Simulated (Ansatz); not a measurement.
**Two structures, one formula**

The two ends of one reaction step of BSiH6ClO2, singlet (PBE0-D4/def2-TZVP).

A:

```
11
angstrom
B -1.6139 1.0585 0.3882
Si 1.7315 -1.0420 -0.4810
O -1.4093 1.2379 -0.9304
O -0.9227 0.1168 1.0839
H 2.0642 0.2454 0.1741
Cl -2.8083 2.0827 1.2004
H 2.9111 -1.5349 -1.2369
H 1.3176 -2.0525 0.5197
H 0.6244 -0.8293 -1.4556
H -0.7429 0.6335 -1.2775
H -1.1514 0.0839 2.0152
```

B:

B1  (-0.833, -0.195, -0.136)
Si2  (1.020, -1.036, -0.061)
O3  (-0.969, 1.147, 0.095)
O4  (-1.976, -0.882, -0.406)
H5  (0.467, 2.255, 0.466)
Cl6  (1.574, 2.885, 0.710)
H7  (1.920, -0.441, -1.083)
H8  (1.631, -0.869, 1.283)
H9  (0.892, -2.496, -0.342)
H10  (-1.883, 1.450, 0.037)
H11  (-1.843, -1.819, -0.563)
(Å)

Ansatz 0.2.0; basis: def2-TZVPP; cores frozen in the correlated methods. B3LYP uses VWN-RPA correlation.

(1) Which structure is lower at CCSD(T), and by how much? (Judge from chemistry; the value comes from the calculation.)

T1 diagnostic: at most 0.013.

Answers

(1) Computed: A, by 93.6 kJ/mol (electronic energy, against the other). By their contacts, A is a complex of BH₂ClO₂ ([OH][B]([OH])[Cl]) + SiH₄ and B is a complex of BSiH₅O₂ ([OH][B]([OH])[SiH3]) + HCl.

All methods give the same order:

```tsv
method	E(B) − E(A) (kJ/mol)
SPW92	77.2
PBE-D4	81.2
BLYP-D4	87.0
r2SCAN-D4	93.9
B97M-V	98.3
PBE0-D4	87.3
B3LYP-D4	91.3
r2SCAN0-D4	96.6
BHLYP-D4	98.3
CAM-B3LYP-D4	92.5
wB97X-V	92.6
wB97M-V	97.1
B2PLYP	95.5
PBE-QIDH	95.0
RPA on PBE	92.9
HF	113.4
MP2	99.1
CCSD	95.6
CCSD(T)	93.6
```

Labels in which every atom is bracketed show which atoms are joined, not bond orders.

For scale, one of the runs: CCSD(T)/def2-TZVPP, 261 basis functions, launched by `ansatz run in.yaml --threads 8 --pin off --events-out ev --progress --plain --max-ram 19148MiB`. The run took 72 s on 8 CPU threads of an Intel Xeon Platinum 8488C (shared host), with 6.2 GiB of host memory at its peak.
